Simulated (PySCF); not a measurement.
Problem. Give a GFN2-xTB geometry of `CC#C[Si@@H](N)CC#N`.

Solution. 
```xyz
16
C5H8N2Si angstrom
C      3.5655   -0.3275   -0.0891
C      2.1681   -0.1001    0.2006
C      1.0017    0.0894    0.4355
Si    -0.7743    0.3771    0.8389
N     -1.2982    1.7609   -0.0357
C     -1.7919   -1.0746    0.0936
C     -3.1806   -0.7755    0.1639
N     -4.2862   -0.4823    0.2355
H      3.6957   -0.5483   -1.1483
H      3.9345   -1.1696    0.4963
H      4.1470    0.5596    0.1611
H     -0.9566    0.3816    2.2995
H     -2.2854    1.8963   -0.1874
H     -0.8376    2.6453    0.0995
H     -1.5160   -1.2284   -0.9495
H     -1.5933   -1.9949    0.6416
```

Any rigid rotation of these coordinates is as good. Atoms count from 1 in this order. The C–C distances run from 1.205 Å (C2≡C3, drawn triple) to 1.445 Å (C1–C2, drawn single), a spread of 0.240 Å. N5 (silicon-bound nitrogen) has angles 120.0°, 118.9° and 110.5°, sum 349.4°, 0.22 Å off the plane of its three neighbours. Of the pairs four or more bonds apart, C7···H13 is among the closest relative to their van der Waals radii: 2.84 Å, 98 % of the sum of Bondi's values. Si4 (SiH silicon) is distorted tetrahedral (angles from 104.4° to 117.7°).

Bonds between heavy atoms (Å): C1–C2 1.445, C2≡C3 1.205, C3–Si4 1.844, Si4–N5 1.719, Si4–C6 1.923, C6–C7 1.422, C7≡N8 1.146.

The geometry is computed with GFN2-xTB (gas phase).

Point group: C1 (no symmetry element, even within 0.4 Å). Whether it is a minimum is left open (no frequencies). One conformer, not necessarily the lowest (C3–Si4–N5–H 160° and -59°, C3–Si4–C6–C7 -169°).
